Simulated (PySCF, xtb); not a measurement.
Zr(F)3(OH) (F3HOZr), SMILES [F][Zr]([OH])([F])[F], multiplicity 1.

xtb with GFN2-xTB at its own geometry gives an orbital gap of 5.42 eV and a dipole moment of 3.65 D.

The structure is a stationary point at B3LYP-D3(BJ)/def2-SVP. The multiplicity is an assumed one; other spin states were not compared. The def2 effective core potentials stand for the cores of Zr; spin–orbit coupling is left out. The values are those of a single conformer.

Question: What does PBE0/def2-TZVP (PySCF) give? (Estimate from the structure and the level; the computed values follow.)

Answer: gap 9.47 eV (levels -10.26 and -0.79 eV), dipole 2.75 D.
